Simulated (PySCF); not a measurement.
## Heteronuclear NMR

Atoms are numbered as in `[N:1]#[C:2]/[CH:3]=[N:4]/[SiH3:5]` (H(Xn): hydrogen on atom n).

- NMR shieldings at PBE0/pcSseg-1/GIAO
- geometry from GFN2-xTB
- run in PySCF 2.14
- one computed conformer, in vacuum, non-relativistic, one averaged value for each set of equivalent atoms

Question: Predict the 29Si NMR data.

Answer: 
```tsv
atoms	environment	σ (ppm)	δ (ppm)
Si5	silicon bonded to N, 3 H	403.0	-51.3
```

Shieldings were converted by a linear fit to measured shifts: 29Si: δ = 279.94 − 0.822σ (rms 8.9 ppm, 72 shifts, 25.8 ppm with the 6 outliers that the fit left out vs TMS, solution or neat liquid). A few per cent of atoms miss by over 2 rms, more outside the fitted compound classes.

On a 300 MHz spectrometer 29Si resonates near 59.6 MHz, so 1 ppm is 59.6 Hz.

Question: Predict the 15N NMR data.

Answer: 
```csv
atoms,environment,σ (ppm),δ (ppm)
N4,imine nitrogen,-191.4,28.3
N1,nitrile nitrogen,-45.9,-105.8
```

Shieldings were converted by a linear fit to measured shifts: 15N (scatter 6.3 ppm rms vs CH3NO2, solution or neat liquid). Occasional misses reach two or three times the rms, and more in compound classes unlike the fitted ones.

On a 400 MHz spectrometer 15N resonates near 40.5 MHz, so 1 ppm is 40.5 Hz.
